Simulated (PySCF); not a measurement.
# Electronic structure of Fe²⁺ (iron, charge +2) at the PBE level

Configuration: [Ar] 3d6, high-spin 5D determinant. Computed with PySCF 2.14 in aug-cc-pVTZ-DK (8s7p5d3f2g, 93 functions), with the spin-free X2C one-electron Hamiltonian (Gaussian nucleus).

- Total energy: -1271.473 hartree
- One-electron energy: -1737.960 hartree
- Hartree (Coulomb) energy: 522.021 hartree
- Exchange-correlation energy: -55.535 hartree
- ⟨S²⟩: 6.0012
- ⟨L²⟩: 6.008
- Sum of ⟨r⟩: 15.28 bohr
- Sum of ⟨r²⟩: 16.30 bohr²
- Traceless quadrupole moment −½Σ⟨3z² − r²⟩ along its main axis: 0.458 e·bohr²
- Langevin diamagnetic susceptibility: -12.9 ×10⁻⁶ cm³/mol

```csv
shell,electrons,mean orbital energy (hartree),spread (hartree),"rms radius, mean of both spins (bohr)"
1s α,1,-257.67234,0,0.0675
1s β,1,-257.67184,0,0.0675
2s α,1,-30.79272,0,0.290
2s β,1,-30.72313,0,0.290
2p α,3,-26.33570,0.03303,0.261
2p β,3,-26.28247,0.01891,0.261
3s α,1,-4.19140,0,0.872
3s β,1,-4.02497,0,0.872
3p α,3,-2.94275,0.06639,0.933
3p β,3,-2.77983,0.02139,0.933
3d α,5,-0.99947,0.07347,1.22
3d β,1,-0.87083,0,1.22
```

Densities and radii are taken from the X2C orbitals without a picture-change correction, which distorts them close to the nucleus.
